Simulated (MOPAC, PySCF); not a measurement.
Cl₃In, SMILES `[Cl][In]([Cl])[Cl]`, neutral singlet in the gas phase. 

Z-matrix (Å, degrees):
```
In
Cl 1 2.3197
Cl 1 2.3197 2 120.00
Cl 1 2.3197 2 120.00 3 180.00
```
Charge 0, multiplicity 1.

All levels are single points at this geometry (PBE0-D3(BJ)/def2-SVP); Pople sets use spherical d functions. Orbital energies aren't observables, and empty levels follow the basis.

PM6 in MOPAC gives gap (eV) = 9.54.

**Question.** Estimate the gap (eV) from each of these levels: TPSSh-D3(BJ)/def2-TZVP in PySCF; B3LYP/6-311+G** (LANL2DZ on In) in PySCF; B3LYP/6-31G* (LANL2DZ on In) in PySCF; PBE/6-31G* (LANL2DZ on In) in PySCF; PM3 in MOPAC.

**Answer.** 
```tsv
level	gap (eV)
TPSSh-D3(BJ)/def2-TZVP in PySCF	5.18
B3LYP/6-311+G** (LANL2DZ on In) in PySCF	5.80
B3LYP/6-31G* (LANL2DZ on In) in PySCF	5.78
PBE/6-31G* (LANL2DZ on In) in PySCF	4.03
PM3 in MOPAC	7.84
```
